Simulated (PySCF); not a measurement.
# Dipole response of Lu⁶²⁺ (lutetium, charge +62)

[He] 2s2 2p5, 2P determinant. Calculation: PySCF 2.14, in an uncontracted even-tempered set (19 s from 39 bohr⁻², ratio 2.2; 13 p from 51 bohr⁻², ratio 2.2; 5 d from 200 bohr⁻², ratio 2.4; 5 f from 300 bohr⁻², ratio 2.4; 4 g from 450 bohr⁻², ratio 2.4); the spin-free X2C one-electron Hamiltonian (Gaussian nucleus). Coupled (time-dependent) response in atomic units; α is the mean over directions.

| method | mean α (bohr³) | α xx, yy, zz | C₆ (like pair) | S(−4) |
| --- | --- | --- | --- | --- |
| UHF | 5.927e-05 | 0.0001059, 3.593e-05, 3.593e-05 | 5.387e-07 | 1.160e-08 |
| PBE0 | 5.943e-05 | 0.0001063, 3.601e-05, 3.601e-05 | 5.389e-07 | 1.207e-08 |

S(−4) is the Cauchy moment in α(ω) = α(0) + S(−4) ω² + …

Spin-orbit coupling is absent.

α(iu) at UHF:

```csv
u (hartree),α(iu) (bohr³)
0,5.926e-05
20.0,5.535e-05
40.0,4.856e-05
80.0,3.994e-05
120,3.570e-05
160,3.277e-05
200,3.024e-05
300,2.455e-05
400,1.969e-05
600,1.274e-05
1000,6.097e-06
```

A single London oscillator, α(iu) = α/(1 + u²/ω²), gives C₆ = (3/4) ω α². Matching the computed C₆ needs ω = 4 × 5.387e-07 / (3 × 5.927e-05²) = 204 hartree.

For an ion, C₆ is the dispersion term alone; charge-induced terms of lower order in 1/R come first.

The components differ because the open shell of this determinant is not spherical; for a pure term their mean is the scalar polarisability.

Spin-orbit coupling, absent here, splits the open shell strongly.
